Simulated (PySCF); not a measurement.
## Identify the compound

An unknown has the formula C₈H₁₃Cl. Its calculated NMR data are:

$^{1}$H NMR (300 MHz, computed): δ 3.74 (m, 1H), 2.61 (m, 1H), 2.29 (m, 1H), 2.26 (m, 1H), 2.00 (m, 1H), 1.94 (m, 1H), 1.94 (m, 1H), 1.78 (m, 1H), 1.36 (m, 1H), 1.15 (m, 1H), 1.13 (d, 3H).

$^{13}$C{$^{1}$H} NMR (computed): δ 65.2 (CH), 50.3 (CH), 45.2 (CH2), 41.5 (CH), 41.1 (CH2), 36.1 (CH), 25.3 (CH2), 20.6 (CH3).

[PySCF 2.14: GFN2-xTB geometry; GIAO PBE0/pcSseg-1 shieldings; fast rotation and ring inversion assumed for equivalent nuclei; in vacuum; no relativistic terms; a single conformation]

Referencing at the same level of theory: TMS for $^{1}$H, $^{13}$C.

Question: Which candidate is it?
A. C[C@@H]1[C@H]2C[C@@H](C[C@H]1Cl)C2
B. C=C[C@@H]1CCCC[C@@H]1Cl
C. C[C@@H]1C[C@H]2C[C@@H]1C[C@@H]2Cl

Answer: A. 

- The formula gives 2 degrees of unsaturation (2 rings in the answer).
- 8 carbon signals for 8 carbons: no two carbons are equivalent.
- Carbon types of the structure: 4 × CH, 3 × CH2, 1 × CH3, which accounts for all hydrogens.
- δC 65.2: sp3 CH bonded to Cl; the inductive effect lowers its shielding.
- δC 50.3, 41.5, 36.1: sp3 CH in a ring; a saturated carbon with 3 carbon neighbours and no heteroatom attached.
- δC 20.6: methyl carbon; aliphatic region, no heteroatom directly attached.
- δH 3.74: hydrogen on an sp3 CH bonded to Cl; its carbon carries Cl, hence the downfield position.
- δH 1.13: hydrogen on a methyl carbon; far from electronegative atoms and π systems.

The others: C=C[C@@H]1CCCC[C@@H]1Cl would give 13 signals for carbon-bound and other non-exchanging H, not 11; C[C@@H]1C[C@H]2C[C@@H]1C[C@@H]2Cl has carbons computed at 66.1, 51.7, 45.5, 39.6, 39.1, 38.9, 35.7, 19.4.

Carbons that carry Cl, above all several Cl atoms, come out too deshielded, partly because spin–orbit coupling is missing. Shifts are as computed. Against solution values, carbons near 30 ppm lie about +3 ppm off and those near 130 ppm about +5 ppm; carbons on Cl a further +6 ppm. Of 1211 compounds with measured shifts, 218 miss one by over three times the rms of a fit or turn the order of signals round; such compounds aren't used in these exercises. No couplings were computed; multiplicities are counted from neighbouring protons, with m where these are inequivalent, close in shift, in a saturated or five-membered ring or joined by F or P, and br s for small geminal =CH2 splittings.
